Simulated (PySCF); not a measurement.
A structure optimised at PBE0-D3(BJ)/def2-SVP, used in a PySCF frequency run:

```
Si
H 1 1.4933
C 1 1.9283 2 110.16
N 3 1.2707 1 123.89 2 -120.98
H 3 1.1107 4 117.98 1 179.46
Si 4 1.7777 3 123.47 5 178.91
H 6 1.4909 4 107.94 3 -123.36
H 6 1.4919 7 109.34 4 117.05
Cl 1 2.0786 2 107.55 3 117.32
Si 1 2.3445 2 116.86 3 -112.22
H 10 1.4919 1 111.78 2 -126.48
H 10 1.4931 11 111.36 1 -126.62
```

Question: Write its SMILES and formula.

Answer: Cl[Si@H]1C=N[SiH2][SiH2]1, CH₆ClNSi₃

Question: What are its rotational constants (standard atomic weights)?

Answer: 2.5603, 1.0050, 0.81298 GHz
